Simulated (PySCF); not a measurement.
BeGeH4Se, SMILES [GeH3][Be][SeH].

Coordinates come from a B3LYP-D3(BJ)/def2-SVP optimisation. The structure was generated by enumeration; whether it is a known compound was not checked. The values are those of a single conformer.

Computed with PySCF with TDDFT-ωB97X/def2-SVPD.

Vertical excitations. Isolated molecule, no solvent.

```csv
state,energy (eV),λ (nm),f,main pairs
S1,4.87,255,0.000,HOMO→LUMO 90 %
S2,5.42,229,0.024,HOMO−1→LUMO 92 %
S3,5.83,213,0.001,"HOMO−1→LUMO+1 49 %, HOMO→LUMO+2 33 %"
S4,5.93,209,0.054,"HOMO−1→LUMO+1 44 %, HOMO→LUMO+2 31 %"
S5,5.94,209,0.149,HOMO→LUMO+1 87 %
S6,6.78,183,0.057,"HOMO→LUMO+4 32 %, HOMO→LUMO+2 23 %, HOMO→LUMO+5 16 %, HOMO→LUMO+12 8 %"
S7,7.03,176,0.195,"HOMO−1→LUMO+2 58 %, HOMO−2→LUMO 20 %"
S8,7.27,171,0.318,"HOMO−2→LUMO 30 %, HOMO−1→LUMO+2 23 %, HOMO−4→LUMO 21 %, HOMO−1→LUMO+3 10 %"
S9,7.51,165,0.002,HOMO−3→LUMO 75 %
S10,7.65,162,0.039,"HOMO−2→LUMO+1 31 %, HOMO−4→LUMO+1 19 %, HOMO−4→LUMO 11 %, HOMO−2→LUMO 10 %"
T1,4.68,265,0,HOMO−1→LUMO 90 %
T2,4.71,263,0,HOMO→LUMO 79 %
T3,5.08,244,0,HOMO−1→LUMO+1 90 %
T4,5.13,242,0,HOMO→LUMO+1 91 %
```
Triplets are in the Tamm–Dancoff approximation, which puts them higher than full response would, so one can lie above its singlet here.
